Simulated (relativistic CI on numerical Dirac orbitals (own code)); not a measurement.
## Line list: Forbidden lines, Pd2+

These numbers are calculated, not measured: Dirac-Coulomb-Breit CI, KLI orbitals optimised for each configuration, a model potential for QED, valence Slater integrals scaled by 0.85, P86 correlation energy added to each configuration (own radial code, finite nucleus).

Configuration list (outside the closed core [Kr]): 4d8, 4d7.5s, 4d7.5p, 4d7.4f, 4d7.5d, 4d7.6s, 4d7.6p, 4d6.5s.5p, 4d7.7s, 4d7.6d, 4d7.7p, 4d7.5f, 4d7.5g, 4d7.7d, 4d7.6f, 4d6.4f.5s, 4d6.5s2, 4d5.5s2.5p, 4d5.4f.5s2, 4d5.5s2.5d, 4d5.5s2.6s, 4d5.5s2.6p, 4d6.5s.6s, 4d5.5s.5p.6s, 4d5.4f.5s.6s, 4d5.5s.5d.6s, 4d5.5s.6s2, 4d5.5s.6s.6p. Double excitations out of closed p, d and f shells are left out; levels of such configurations are missing from the list, as are those of other unlisted configurations, and high levels can miss mixing partners.

```csv
λ vac (nm),Lower,Upper,Type,A (s⁻¹),E lower (cm⁻¹),E upper (cm⁻¹)
214.63,4d8 3P_1 [5],4d7.5s 5F_1 [14],E2,1.51e-01,14478.4,61070.8
218.92,4d8 3P_0 [6],4d7.5s 5F_2 [13],E2,2.45e-01,14729.4,60407.4
544.88,4d8 3F_4 [1],4d8 1G_4 [8],M1,1.32e+00,0.0,18352.6
6642.0,4d8 3F_3 [2],4d8 3F_2 [3],M1,1.12e-01,3021.9,4527.5
9375.3,4d7.5s 5F_3 [12],4d7.5s 5F_2 [13],M1,1.15e-01,59340.8,60407.4
```

Terms are leading LS components. Brackets give the number of a level in order of energy, since labels repeat. The list gives strong lines, with weight on those to low levels, among the lowest 400 of 8931 levels, so that lines to higher ones, which can be the strongest, are missing, and without lines across small gaps between configurations, and without 85 lines that miss the measured interval by over 3.5 %, start from a term whose rates miss tabulated ones by over 60 %, have gauges far apart or, lacking measured levels, span too small a gap for the errors found; lines with a level outside our table were not tested and can miss by more. Levels whose partners in the same complex of configurations lie outside the list can be far off, and so can their lines. Rates are taken at the computed energies, electric ones in the length gauge.

For a near-neutral ion this model can misplace configurations by up to about 10,000 cm⁻¹ (more where the count of f electrons changes) and terms by 10 to 25 % of their spread. Rates follow the energies as ν³ (E1, M1) or ν⁵ (E2), so they and the lifetimes can be off by large factors. The fine structure of a lone outer electron comes out too small, for d and f at times inverted, and misplaced configurations move strength between like terms. 54 of the 69 excited levels that our extract of the measured tables holds in this range could be paired (the sources list more); they are missed by 2377 cm⁻¹ on average and 4905 at most, and levels without a partner can miss by more. Some levels of the ground configuration have no partner and can miss by 10 % or more.

LS names give the leading component of a level, which can be under half, so a name can repeat, a term be missing and a line seem to break the LS rules.
